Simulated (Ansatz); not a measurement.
```yaml
crystal:
  periodic: [false, false, false]
  atoms:
    - {symbol: N, position_ang: [-1.439099, 0.296824, -0.848251]}
    - {symbol: Si, position_ang: [-0.405997, -0.626884, 0.154545]}
    - {symbol: C, position_ang: [1.227510, 0.206843, 0.603928]}
    - {symbol: Cl, position_ang: [2.099177, 0.613135, -0.906208]}
    - {symbol: H, position_ang: [-1.152620, 0.533287, -1.784597]}
    - {symbol: H, position_ang: [-2.023128, 1.014951, -0.452873]}
    - {symbol: H, position_ang: [-0.054482, -1.892347, -0.535648]}
    - {symbol: H, position_ang: [-1.131227, -0.889057, 1.427525]}
    - {symbol: H, position_ang: [1.085779, 1.137815, 1.154525]}
    - {symbol: H, position_ang: [1.877287, -0.445667, 1.189855]}
basis:
  gaussian: {orbitals: def2-TZVPD}
magnetization: {spin_polarized: true, initial_magnetization: 1}
hamiltonian: {xc: {name: B97}}
output: {forces: true}
```

```sh
$ ansatz run in.yaml --threads 2 --pin off --events-out ev --progress --plain --max-ram 4352MiB
```

It prints (some lines left out):

```
Error: a molecule whose nuclei and cores have a total charge of 50 cannot have a net charge of 0 together with 1 unpaired electrons
```

In this input the number of unpaired electrons doesn't fit the electron count. The input was rejected before any iteration.
